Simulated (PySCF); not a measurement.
Where the electron goes

Species: cyclo-(F2SnS)2.
Z-matrix (Å and degrees, PBE0-D3(BJ)/def2-SVP geometry), rows numbered from 1:
```
Sn
F   1  1.9174
F   1  1.9176  2  101.99
S   1  2.4142  2  113.55  3  -124.70
Sn  4  2.4148  1   81.66  2  -121.46
F   5  1.9171  4  114.61  1  -121.24
F   5  1.9173  4  113.56  1   121.62
S   5  2.4141  4   98.33  1    -0.25
```

Computed with TDDFT CAM-B3LYP/def2-SVPD, vertical, gas phase, core orbitals frozen in the response, def2 core potentials past Kr in PySCF. Spin–orbit coupling is left out.

Frontier orbitals with the atoms that hold most of them (Löwdin shares over 4%, at most four atoms; ? is withheld):

| orbital | ε (eV) | atoms |
| --- | --- | --- |
| LUMO+2 | -0.43 | S8 20%, S4 20%, Sn5 20%, Sn1 20% |
| LUMO+1 | -2.62 | S4 28%, S8 28%, Sn1 13%, Sn5 13% |
| LUMO | -2.91 | Sn5 18%, Sn1 18%, S4 17%, S8 17% |
| HOMO | -10.34 | ? |
| HOMO-1 | -10.90 | ? |
| HOMO-2 | -10.95 | S8 39%, S4 39%, Sn1 7%, Sn5 7% |
| HOMO-3 | -11.97 | S4 29%, S8 29%, Sn5 10%, Sn1 10% |

Question: Which atoms hold the HOMO-1, and with what shares?

Answer: S4 (bonded to 2 Sn) 41%; S8 (bonded to 2 Sn) 41%; Sn1 (bonded to 2 F and 2 S) 7%; Sn5 (bonded to 2 F and 2 S) 7%. By element: sulfur 82%, tin 14%.

Question: Give the leading atoms of the HOMO.

Answer: S4 (bonded to 2 Sn) 44%; S8 (bonded to 2 Sn) 44%; Sn1 (bonded to 2 F and 2 S) 5%; Sn5 (bonded to 2 F and 2 S) 5%. By element: sulfur 88%, tin 11%.

Question: How does S1 compare with the orbital gap of 7.43 eV?

Answer: S1 is at 4.10 eV (f = 0.0000), 3.33 eV below the gap, made of HOMO→LUMO+1 (98%). Its leading pair isn't HOMO and LUMO; the energies of that pair differ by 7.72 eV. 

Question: One configuration dominates each of S1, S2, S3, S4, S5 and S6. Which, and how do the shares of the two leading atoms of either orbital change from the occupied to the empty one?

Answer: 
- S1 (4.10 eV, f 0.0000), HOMO→LUMO+1 (98%): S4 44% → 28%, S8 44% → 28%
- S2 (4.12 eV, f 0.0000), HOMO→LUMO (97%): S4 44% → 17%, S8 44% → 17%, Sn5 5% → 18%, Sn1 5% → 18%
- S3 (4.74 eV, f 0.0000), HOMO-2→LUMO+1 (91%): S8 39% → 28%, S4 39% → 28%
- S4 (4.74 eV, f 0.033), HOMO-2→LUMO (92%): S8 39% → 17%, S4 39% → 17%, Sn5 7% → 18%, Sn1 7% → 18%
- S5 (4.81 eV, f 0.0000), HOMO-1→LUMO+1 (94%): S4 41% → 28%, S8 41% → 28%
- S6 (5.11 eV, f 0.069), HOMO-1→LUMO (90%): S4 41% → 17%, S8 41% → 17%, Sn5 7% → 18%, Sn1 7% → 18%

One conformer stands for the species.
